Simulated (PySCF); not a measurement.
B3LYP has the VWN-RPA correlation part, as in Gaussian. Excitations are Tamm–Dancoff values on a coarser integration grid. The basis has no diffuse functions, so Rydberg states are missing or too high.

Z-matrix (Å, degrees):
```
Si
H 1 1.4784
H 1 1.4784 2 112.14
Cl 1 2.0536 2 106.78 3 118.59
Se 1 2.2626 2 110.92 3 -117.63
H 5 1.4697 1 92.62 2 -48.01
```
Charge 0, spin multiplicity 1.

**Question.** Estimate the T1 excitation (TDA), total energy, S1 oscillator strength, S1–T1 gap (TDA) and LUMO that B3LYP-D3(BJ)/def2-TZVP // PBE0-D4/def2-TZVP run with PySCF returns for this input.

**Answer.** 
| Item | Value |
|---|---|
| T1 excitation (TDA) | 4.95 eV |
| total energy | -3153.2310 Ha |
| S1 oscillator strength | 0.002 |
| S1–T1 gap (TDA) | 0.45 eV |
| LUMO | -0.57 eV |
